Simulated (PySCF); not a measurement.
## Vibration and rotation of RbF

RHF-CCSD(T) constants of RbF, ¹Σ⁺ (singlet), closed shell (Rb def2-TZVPP with ECP28, F def2-TZVPP; scalar-relativistic core potentials (PySCF 2.14); masses 84.9118 and 18.9984 u):

```
ωe           : 369.4 cm⁻¹
ωexe         : 1.85 cm⁻¹
Be           : 0.19757 cm⁻¹
αe           : 0.00143 cm⁻¹
De to Rb + F : 4.55 eV
```

Task: What force constant and bond length do these constants imply?

Result: Reduced mass μred = 15.525 u; k = 5.8918×10⁻⁷·μred·ωe² (u, cm⁻¹, mdyn/Å) = 1.25 mdyn/Å; Re = √(16.8576/(μred·Be)) (u, cm⁻¹, Å) = 2.344 Å.

Task: Estimate the centrifugal constant D from the Kratzer relation and find the Dunham coefficient a1.

Result: D = 4Be³/ωe² = 2.26e-07 cm⁻¹; a1 = −1 − αeωe/(6Be²) = -3.26.

Correlated steps freeze 1 core orbital. Where the molecule has an RHF reference, its open-shell atoms are computed with UHF.
